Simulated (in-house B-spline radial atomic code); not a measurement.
## Ionising Os3+ with different functionals

Computed with an all-electron radial atomic-structure program (B-spline basis): scalar-relativistic (spin-free X2C) Hamiltonian, Fermi nucleus of rms radius 5.4126 fm, spin-polarised at highest spin, spherical fractional occupations for the functionals, and exact exchange of hybrids averaged over the configuration. The ionisation energy is the difference of two self-consistent energies, [Xe] 4f14 5d5 → [Xe] 4f14 5d4, without Breit or QED terms; ε is the level of the shell that loses the electron (its least bound occupied spin orbital). There is no spin-orbit coupling in this Hamiltonian.

```tsv
method	rung	ΔSCF (eV)	-ε(5d) (eV)
PBE0	global hybrid	42.91	38.24
B3LYP	global hybrid	42.75	37.70
TPSSh	global hybrid	?	?
BHandHLYP	global hybrid	42.61	39.72
r2SCAN0	global hybrid	43.19	38.55
B97-1	global hybrid	42.67	37.71
HSE06	range-separated hybrid	42.88	37.80
wB97X	range-separated hybrid	42.41	40.41
CAM-B3LYP	range-separated hybrid	42.67	39.48
LC-wPBE	range-separated hybrid	?	?
```

Problem. What does LC-wPBE give?

Solution. ΔSCF 42.71 eV, and -ε(5d) = 41.01 eV.

Problem. What does TPSSh give?

Solution. ΔSCF 42.86 eV, and -ε(5d) = 37.12 eV.

Problem. Among the functionals, which spreads more, the ΔSCF values or the orbital energies?

Solution. The orbital energies: ΔSCF values span about 0.77 eV and the orbital energies 3.89 eV; here energy differences depend much less on the functional than eigenvalues do.

Problem. How do they compare with the NIST value?

Solution. NIST lists 41 eV ± 1.7 (tabulated theory, ground level to ground level). Errors run from +1.41 to +2.19 eV; all lie within about twice that uncertainty, so the table can't rank the methods.
